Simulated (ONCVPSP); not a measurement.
# PBEsol ONCV dataset for Mg, scalar-relativistic all-electron reference.

ONCVPSP 4.0.1 input, shortened (lines: element, Z, core and valence counts, functional; n l f; lmax; l rc ep ncon nbas qcut; lloc lpopt rc5 dvloc0; l nproj debl; icmod fcfact rcfact), PBEsol, scalar-relativistic:

```
  Mg 12.00    1    4  -116133      upf
    1    0    2.00
    2    0    2.00
    2    1    6.00
    3    0    1.00
    3    1    1.00
    1
    0    1.40    0.00    3    7   11.20
    1    1.05    0.00    3    6   11.20
    4    5    0.90    1.00
    0    2    3.50
    1    2    2.10
    3    1.75    1.80
```

**Question.** Does the generator finish with these settings?

**Answer.** Yes, a potential is produced and its reference levels are reproduced.

**Question.** Estimate the cutoffs (Ha) at which the residual kinetic energy of the hardest occupied pseudo-wave falls to 1 and 0.1 mHa per electron.

**Answer.** 54 Ha and 64 Ha.

**Question.** What does a ghost test show?

**Answer.** No bound ghost flagged; no localised positive-energy state flagged.

**Question.** Which valence shell sets the plane-wave cutoff?

**Answer.** 2p: 54 Ha for 1 mHa per electron, against 43 Ha for 3p.

**Question.** Tests: 2s2 2p6 3s2 3p0; 2s2 2p6 3s1 3p0; 2s2 2p6 3s0 3p0; 2s2 2p5 3s2 3p0. Which has the largest error in its energy relative to the reference configuration, and how large is it?

**Answer.** 2s2 2p5 3s2 3p0, with +299 meV (all-electron minus pseudo) on +54.98 eV.
